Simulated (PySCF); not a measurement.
A calculated (UHF, PySCF 2.14, x2c-TZVPall, the spin-free X2C one-electron Hamiltonian (Gaussian nucleus)) atom or ion has these occupied shells.

| shell | electrons | orbital energy (eV) | rms radius, mean of both spins (bohr) |
| --- | --- | --- | --- |
| 1s | 2 | -2222.5 | 0.120 |
| 2s | 2 | -244.39 | 0.558 |
| 2p | 6 | -185.78 | 0.538 |
| 3s | 2 | -50.004 | 1.81 |

(1) Name the element and its charge.

Answers

(1) P³⁺ (phosphorus, charge +3), in [Ne] 3s2, closed-shell 1S.
